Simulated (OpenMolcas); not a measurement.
## What dynamic correlation does to the levels of Sr+

```yaml
Program: OpenMolcas 26.06
Basis: ANO-RCC-VQZP [8s7p4d2f1g]
Scalar_Hamiltonian: DKH2, point nucleus
Active_space: 1 electron in 4 orbitals (5s 5p)
State_averaging: 2S+1 = 2 even, 1 root; 2S+1 = 2 odd, 3 roots
Spin-orbit_coupling: state interaction with AMFI integrals over the reference wave functions, term energies averaged over their components
```

Methods on the same reference wave functions:
A. CASSCF
B. SS-CASPT2, IPEA 0.25 Eh, imaginary shift 0.1 Eh (closed shells correlated: 4s 4p)

Energies in cm⁻¹ above 5s ²S_1/2, the measured ground level; measured values from NIST Handbook of Basic Atomic Spectroscopic Data.

```json
{"Level": "5s ²S_1/2", "A": "0.0", "B": "0.0", "Measured": "0.0"}
{"Level": "5p ²P°_1/2", "A": "21790", "B": "23794", "Measured": "23715"}
{"Level": "5p ²P°_3/2", "A": "22350", "B": "24354", "Measured": "24517"}
```

Deviations, from unrounded energies. A percentage is the sum of absolute deviations over the sum of measured energies, with the sign that they share, or ± where signs differ.

```tsv
Against measurement	Levels	A	B
mean absolute deviation (cm-1)	2	2000	120
other configurations (%)	2	-8.5	±0.5
```

B lies closest to measurement on these levels. The largest miss of B in the table is 5p ²P°_3/2, by -160 cm-1. The ranking rests on the paired levels alone, and a cruder setting can come out closer through cancelling errors.

The lowest spin-free term lies below A's lowest term by 0.217 hartree in B.

ANO sets are built for ground and valence states and can reach diffuse excited orbitals poorly. With one active electron the reference holds no correlation, so core polarisation is missing (holds for A). With one active electron, CASPT2 adds the correlation within the correlated inactive shells and between them and that electron, and leaves the splitting within a term as the reference gives it (holds for B). Computed and measured levels are paired by configuration, term and J; levels that our copy of the source lacks, or whose pairing is in doubt (as where it misses far off the trend of its configuration), stay unpaired and out of the deviations. Only configurations of the active space appear.

° marks odd parity.
